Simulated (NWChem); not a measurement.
System: CH$_{3}$ClMgS; SMILES C[S][Mg][Cl]

Here is an NWChem input.

```
start job
memory heap 200 mb stack 900 mb global 1100 mb
geometry units angstroms noautoz
  Mg     0.546785    -0.803776     0.003803
  Cl     0.842222    -2.986933    -0.002625
  S      0.289952     1.479959     0.008981
  C     -1.526388     1.726554    -0.014866
  H     -1.984079     1.349324    -0.939963
  H     -1.697059     2.810973     0.029723
  H     -2.022805     1.270958     0.853246
end
basis spherical
  Mg library sto-3g
  Cl library sto-3g
  S library sto-3g
  C library sto-3g
  H library sto-3g
end
dft
  xc xtpss03 ctpss03
  iterations 150
  mulliken
end
task dft energy
```

Parts of the log:

```
             Northwest Computational Chemistry Package (NWChem) 7.3.0
             --------------------------------------------------------

 C1  symmetry detected

                             Geometry "geometry" -> ""
                             -------------------------

 Output coordinates in angstroms (scale by  1.889725989 to convert to a.u.)

  No.       Tag          Charge          X              Y              Z
 ---- ---------------- ---------- -------------- -------------- --------------
    1 Mg                  12.0000     0.21877698    -0.49710719     0.00080459
    2 Cl                  17.0000    -0.11032902    -2.67545216    -0.00031037
    3 S                   16.0000     0.61313426     1.76694155    -0.00029405
    4 C                    6.0000    -1.06120182     2.51331106    -0.00018735
    5 H                    1.0000    -1.61964339     2.27943121    -0.91726489
    6 H                    1.0000    -0.92008894     3.60206324     0.04208764
    7 H                    1.0000    -1.65293527     2.21554738     0.87662752

 Effective nuclear repulsion energy (a.u.)     204.7927227045

                                 NWChem DFT Module
                                 -----------------

 Summary of "ao basis" -> "ao basis" (spherical)
 ------------------------------------------------------------------------------
       Tag                 Description            Shells   Functions and Types
 ---------------- ------------------------------  ------  ---------------------
 Mg                          sto-3g                  5        9   3s2p
 Cl                          sto-3g                  5        9   3s2p
 S                           sto-3g                  5        9   3s2p
 C                           sto-3g                  3        5   2s1p
 H                           sto-3g                  1        1   1s

            General Information
            -------------------
          SCF calculation type: DFT
          Wavefunction type:  closed shell.
          No. of atoms     :     7
          No. of electrons :    54
           Alpha electrons :    27
            Beta electrons :    27
          Charge           :     0
          Spin multiplicity:     1
          Use of symmetry is: off; symmetry adaption is: off
          Maximum number of iterations: 150
          AO basis - number of functions:    35
                     number of shells:    21
          Convergence on energy requested:  1.00D-06
          Convergence on density requested:  1.00D-05
          Convergence on gradient requested:  5.00D-04

              XC Information
              --------------
                  TPSS metaGGA Exchange Functional  1.000
             TPSS03 metaGGA Correlation Functional  1.000

             Grid Information
             ----------------
          Grid used for XC integration:  medium
          Radial quadrature: Mura-Knowles
          Angular quadrature: Lebedev.
          Tag              B.-S. Rad. Rad. Pts. Rad. Cut. Ang. Pts.
          ---              ---------- --------- --------- ---------
          Mg                  1.50       88          11.0       590
          Cl                  1.00       88          12.0       590
          S                   1.00       88          10.0       590
          C                   0.70       49          12.0       434
          H                   0.35       45          11.0       434
          Grid pruning is: on
          Number of quadrature shells:   448
          Spatial weights used:  Erf1

      Superposition of Atomic Density Guess
      -------------------------------------

 Sum of atomic energies:       -1083.24904573

      Non-variational initial energy
      ------------------------------

 Total energy =   -1083.221116
 1-e energy   =   -1917.720025
 2-e energy   =     629.706187
 HOMO         =      -0.100393
 LUMO         =       0.192913

     ---------------------------------------------
      Total Density - Mulliken Population Analysis
     ---------------------------------------------

    Atom       Charge   Shell Charges
 -----------   ------   -------------------------------------------------------
    1 Mg  12    10.77   2.00  1.97  5.59  0.64  0.57
    2 Cl  17    17.78   2.00  2.00  6.00  1.99  5.80
    3 S   16    16.55   2.00  2.00  5.97  1.89  4.69
    4 C    6     6.02   1.99  1.31  2.71
    5 H    1     0.96   0.96
    6 H    1     0.96   0.96
    7 H    1     0.96   0.96

   convergence    iter        energy       DeltaE   RMS-Dens  Diis-err
 ---------------- ----- ----------------- --------- --------- ---------
 d= 0,ls=0.0,diis     1  -1086.0854810114 -1.29D+03  5.20D-02  3.64D-01
 d= 0,ls=0.0,diis     2  -1086.0580215565  2.75D-02  3.30D-02  5.39D-01
 d= 0,ls=0.0,diis     3  -1086.1655287950 -1.08D-01  6.95D-03  1.21D-02
 d= 0,ls=0.0,diis     4  -1086.1681196319 -2.59D-03  2.08D-03  9.85D-04
 d= 0,ls=0.0,diis     5  -1086.1684385767 -3.19D-04  3.14D-04  2.83D-05
  Resetting Diis
 d= 0,ls=0.0,diis     6  -1086.1684453144 -6.74D-06  7.65D-05  4.18D-06
 d= 0,ls=0.0,diis     7  -1086.1684460827 -7.68D-07  2.74D-05  7.35D-08
 d= 0,ls=0.0,diis     8  -1086.1684460681  1.46D-08  1.61D-05  1.40D-07
 d= 0,ls=0.0,diis     9  -1086.1684460997 -3.17D-08  1.03D-06  1.14D-09

         Total DFT energy =    -1086.168446099737
      One electron energy =    -1917.617844201769
           Coulomb energy =      703.905458751618
    Exchange-Corr. energy =      -77.248783354101
 Nuclear repulsion energy =      204.792722704515

 Numeric. integr. density =       53.999997449829

                       DFT Final Molecular Orbital Analysis
                       ------------------------------------

 Vector   25  Occ=2.000000D+00  E=-1.401161D-01
              MO Center= -1.0D-01, -2.6D+00, -3.2D-04, r^2= 1.0D+00
   Bfn.  Coefficient  Atom+Function         Bfn.  Coefficient  Atom+Function
  ----- ------------  ---------------      ----- ------------  ---------------
    18      1.010520  2 Cl pz                14     -0.281330  2 Cl pz
     9      0.111642  1 Mg pz                 5     -0.067608  1 Mg pz
    27      0.034099  3 S  pz

 Vector   26  Occ=2.000000D+00  E=-1.112977D-01
              MO Center=  5.3D-01,  1.5D+00,  1.7D-03, r^2= 2.7D+00
   Bfn.  Coefficient  Atom+Function         Bfn.  Coefficient  Atom+Function
  ----- ------------  ---------------      ----- ------------  ---------------
    26      0.624031  3 S  py                25      0.473497  3 S  px
    24      0.349300  3 S  s                  6     -0.344936  1 Mg s
    17      0.237187  2 Cl py                22     -0.202055  3 S  py
     8     -0.199831  1 Mg py                 2      0.162728  1 Mg s
    21     -0.154716  3 S  px                30     -0.142238  4 C  px

 Vector   27  Occ=2.000000D+00  E=-4.972266D-02
              MO Center=  5.3D-01,  1.7D+00, -2.3D-03, r^2= 1.4D+00
   Bfn.  Coefficient  Atom+Function         Bfn.  Coefficient  Atom+Function
  ----- ------------  ---------------      ----- ------------  ---------------
    27      1.002360  3 S  pz                23     -0.315730  3 S  pz
    33      0.152310  5 H  s                 35     -0.145350  7 H  s
     9      0.135261  1 Mg pz                 5     -0.075979  1 Mg pz
    18     -0.068948  2 Cl pz                32     -0.039963  4 C  pz

 Vector   28  Occ=0.000000D+00  E= 1.140487D-01
              MO Center=  2.4D-01, -3.0D-01,  2.5D-03, r^2= 3.0D+00
   Bfn.  Coefficient  Atom+Function         Bfn.  Coefficient  Atom+Function
  ----- ------------  ---------------      ----- ------------  ---------------
     6      1.032895  1 Mg s                 26      0.532460  3 S  py
    17     -0.484034  2 Cl py                 2     -0.408290  1 Mg s
    24     -0.225740  3 S  s                 25      0.219187  3 S  px
    15     -0.205215  2 Cl s                 22     -0.157375  3 S  py
    13      0.122002  2 Cl py                 1      0.108042  1 Mg s

 Vector   29  Occ=0.000000D+00  E= 2.031325D-01
              MO Center= -2.3D-02,  8.6D-01,  1.0D-03, r^2= 3.2D+00
   Bfn.  Coefficient  Atom+Function         Bfn.  Coefficient  Atom+Function
  ----- ------------  ---------------      ----- ------------  ---------------
     7      0.712944  1 Mg px                25      0.568863  3 S  px
    30      0.513731  4 C  px                29      0.498823  4 C  s
     3     -0.355003  1 Mg px                24     -0.322678  3 S  s
    26     -0.304292  3 S  py                31     -0.282967  4 C  py
    21     -0.158859  3 S  px                16     -0.135073  2 Cl px

 Vector   30  Occ=0.000000D+00  E= 2.434454D-01
              MO Center=  2.1D-01, -4.6D-01, -1.1D-03, r^2= 1.7D+00
   Bfn.  Coefficient  Atom+Function         Bfn.  Coefficient  Atom+Function
  ----- ------------  ---------------      ----- ------------  ---------------
     9      1.058173  1 Mg pz                 5     -0.517908  1 Mg pz
    27     -0.209492  3 S  pz                18     -0.195435  2 Cl pz
    32     -0.072962  4 C  pz                35      0.067966  7 H  s
    33     -0.067022  5 H  s                 23      0.061773  3 S  pz
    14      0.049965  2 Cl pz

     ---------------------------------------------
      Total Density - Mulliken Population Analysis
     ---------------------------------------------

    Atom       Charge   Shell Charges
 -----------   ------   -------------------------------------------------------
    1 Mg  12    11.15   2.00  1.96  5.61  0.74  0.84
    2 Cl  17    17.55   2.00  2.00  5.99  2.00  5.57
    3 S   16    16.19   2.00  2.00  5.96  1.91  4.32
    4 C    6     6.29   1.99  1.25  3.05
    5 H    1     0.95   0.95
    6 H    1     0.93   0.93
    7 H    1     0.95   0.95

     -------------------------------------------
      Total Density - Lowdin Population Analysis
     -------------------------------------------

    Atom       Charge   Shell Charges
 -----------   ------   -------------------------------------------------------
    1 Mg  12    11.28   2.00  1.92  5.45  0.80  1.10
    2 Cl  17    17.47   2.00  2.00  5.98  1.95  5.54
    3 S   16    16.14   2.00  2.00  5.93  1.85  4.36
    4 C    6     6.19   1.98  1.08  3.13
    5 H    1     0.98   0.98
    6 H    1     0.96   0.96
    7 H    1     0.98   0.98

     Multipole analysis of the density
     ---------------------------------

     L   x y z        total         alpha         beta         nuclear
     -   - - -        -----         -----         ----         -------
     0   0 0 0     -0.000000    -27.000000    -27.000000     54.000000

     1   1 0 0     -0.025207     -0.012604     -0.012604     -0.000000
     1   0 1 0      0.773452      0.386726      0.386726      0.000000
     1   0 0 1      0.003358      0.001679      0.001679      0.000000

     2   2 0 0    -26.638960    -48.592900    -48.592900     70.546839
     2   1 1 0     -2.944158      8.569880      8.569880    -20.083919
     2   1 0 1     -0.000260      0.001813      0.001813     -0.003886
     2   0 2 0    -42.937747   -442.113769   -442.113769    841.289791
     2   0 1 1      0.003352     -0.000375     -0.000375      0.004102
     2   0 0 2    -26.471570    -16.113408    -16.113408      5.755245
```

Level: TPSS/STO-3G. Geometry: optimised at PBE0/def2-SVP.
